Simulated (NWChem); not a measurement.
System: SiNH2F, singlet; SMILES N[Si]F

```xyz
5

Si    -0.6394     0.0584     0.0000
F      0.4184     1.3050     0.0000
N      0.4965    -1.2363     0.0000
H      1.5068    -1.1267     0.0000
H      0.2103    -2.2091     0.0000
```
Atoms are numbered in this order, from 1.

Computed with NWChem. Geometry optimised at B3LYP/6-31G*; all other runs use it. Pople sets run with spherical d functions. Low-valent species are run as closed-shell singlets; no triplet was tried in these runs.

| quantity | level | value |
|---|---|---|
| vertical, lowest state with f > 0.02, singlet (eV) | B3LYP/def2-SVPD, TDA | 5.54 |
| isotropic polarisability (bohr³), static | B3LYP/def2-SVPD | 39.3 |
| vertical ionisation energy, ΔSCF (eV) | PBE/def2-SVP | 9.41 |
| solvation free energy (kcal/mol) in n-hexane | B3LYP/6-31G*, SMD | -2.2 |
| dipole (D) | B3LYP/6-31G* | 2.46 |
| highest harmonic frequency (cm⁻¹) | B3LYP/6-31G* | 3644 |
